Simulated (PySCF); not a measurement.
## Exercise with solution: refractive index and permittivity of the vapour

Al(H)(F)(NMe2) (C₂H₇AlFN), SMILES [N](C)([AlH][F])C.

Geometry optimised at PBE-D3(BJ)/def2-SVP. The values are those of a single conformer.

PBE/def2-TZVP (PySCF) gives a mean static polarisability of 63.1 bohr³ and a dipole moment of 1.94 D. Take an ideal gas at 298.15 K and 1 bar, whether or not the substance is that volatile.

Q: Work out n − 1 in the optical limit and the static ε − 1.

A: 
Polarisability volume α' = 63.1 × 0.148185 = 9.35 Å³. Number density N = p/kT = 2.43e-5 Å⁻³.
Dilute limit of Lorentz–Lorenz: n − 1 = 2π N α' = 0.0014.
Orientation term of Debye: μ²/(3kT) = 8.098 Å³ × μ²(D²) = 30.48 Å³.
ε − 1 = 4π N (α' + μ²/3kT) = 0.012. Orientation of the dipole supplies 77 % of the static response; it can't follow optical fields. Vibrational polarisation and dispersion are left out.
